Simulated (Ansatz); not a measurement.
Ansatz (a quantum-chemistry and plane-wave program) input (CCSD(T)/STO-3G):

Ansatz 0.2 input:
```yaml
crystal:
  periodic: [false, false, false]
  atoms:
    - {symbol: Si, position_ang: [1.64778826, -0.29726336, 0.26477498]}
    - {symbol: N, position_ang: [0.05389956, -0.14364572, -0.66535281]}
    - {symbol: Si, position_ang: [-1.44753808, 0.30410237, -0.03182546]}
    - {symbol: H, position_ang: [1.50366318, 0.96001714, 1.15446740]}
    - {symbol: H, position_ang: [1.14029667, -1.22633432, 1.38869261]}
    - {symbol: H, position_ang: [0.14674785, -0.18757065, -1.66604465]}
    - {symbol: H, position_ang: [-1.94373785, -0.61222923, 1.03759342]}
    - {symbol: H, position_ang: [-2.51181942, 0.30661257, -1.09914676]}
    - {symbol: H, position_ang: [-1.51594999, 1.66927849, 0.58061433]}
basis:
  gaussian:
    orbitals: STO-3G
total_charge: -1
magnetization: {spin_polarized: false}
correlation: {method: ccsd_t, electrons: outside_noble_gas}
```

End of the output:

```
integrals: 0.00 GiB planned
344 factors; integrals over basis functions are off by at most 3.0e-5 eV
mean field: 0.08 GiB planned
mean field evaluation 1: about -17094.4815 eV, gradient 1.3e1 eV
mean field evaluation 2: about -17094.5567 eV, gradient 1.3e1 eV
mean field evaluation 4: about -17095.4275 eV, gradient 7.6e-1 eV
mean field evaluation 8: about -17095.4309 eV, gradient 1.9e-6 eV
mean field evaluation 16: about -17095.3573 eV, gradient 4.6e-2 eV
mean field -17095.43093685 eV, -628.2454992301 hartree, gradient 2.3e-6 eV, S^2 0.000000; 0 other end points of the search recorded, 0 dependent functions left out
11 core orbitals not correlated
reference -17095.43093685 eV, -628.2454992301 hartree; 10, 10 occupied and 8, 8 virtual orbitals, 344 factors
second order -3.26130954 eV of doubles, -0.00000000 eV of singles
coupled cluster: 0.05 GiB planned
cycle   1  -3.97349648 eV  change   -7.1e-1 eV  update   7.7e-2
cycle   2  -4.33111411 eV  change   -3.6e-1 eV  update   2.7e-2
cycle   3  -4.37307914 eV  change   -4.2e-2 eV  update   7.2e-3
cycle   4  -4.37384587 eV  change   -7.7e-4 eV  update   2.2e-3
cycle   5  -4.37376799 eV  change    7.8e-5 eV  update   6.0e-4
cycle   6  -4.37374671 eV  change    2.1e-5 eV  update   1.6e-4
cycle   7  -4.37367237 eV  change    7.4e-5 eV  update   4.7e-5
cycle   8  -4.37365898 eV  change    1.3e-5 eV  update   1.7e-5
perturbative correction -0.06321114 eV, -0.0023229667 hartree
Total energy: -17099.86780697 eV, -628.4085511996 hartree
```

It need not be the lowest isomer of its formula. Whether it binds its extra electron was not tested at this geometry.
